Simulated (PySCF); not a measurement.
Zr(Cl)2(NH2)(Me) (CH5Cl2NZr), SMILES [NH2][Zr]([Cl])([Cl])[CH3], multiplicity 1. Coordinates come from a PBE-D3(BJ)/def2-SVP optimisation. The spin state was assumed, not searched. The structure was generated by enumeration; whether it is a known compound was not checked. The def2 effective core potentials stand for the cores of Zr; spin–orbit coupling is left out. One conformer was computed; it need not be the lowest.

Task: Give the equilibrium geometry at PBE-D3(BJ)/def2-SVP (PySCF confirms it by a frequency run) as a Z-matrix, and its point group. (An estimate is asked for; the answer gives what the named calculation found.)

Result: This is not unique; one that fits is point group Cs.
```
Zr
N 1 2.0126
H 2 1.0280 1 125.75
H 2 1.0280 3 108.44 1 177.30
C 1 2.2101 2 103.09 3 -91.58
H 5 1.1119 1 111.64 2 60.30
H 5 1.1119 6 107.69 1 122.88
H 5 1.1135 6 108.06 7 116.51
Cl 1 2.3657 2 110.58 3 156.57
Cl 1 2.3657 2 110.58 3 20.28
```
